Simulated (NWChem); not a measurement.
# PbICl, singlet; SMILES [Cl][Pb][I]

Program: NWChem. Low-valent species are run as closed-shell singlets; no triplet was tried in these runs. Structure relaxed at the PBE-D3(BJ)/def2-SVP level. def2 effective core potentials on I, Pb; no spin-orbit coupling. B3LYP is NWChem's, with the RPA form of VWN correlation. Vertical excitations in the gas phase.

Task: Estimate the computed values for B3LYP/def2-SVP, full TDDFT. Quantities: lowest excitation, singlet (eV); oscillator strength of that lowest state; lowest state with f > 0.02, singlet (eV); oscillator strength of that bright state; orbital gap (eV).

Result: 
| Property | Value |
|---|---|
| lowest excitation, singlet (eV) | 2.71 |
| oscillator strength of that lowest state | 0.000 |
| lowest state with f > 0.02, singlet (eV) | 3.29 |
| oscillator strength of that bright state | 0.030 |
| orbital gap (eV) | 3.60 |
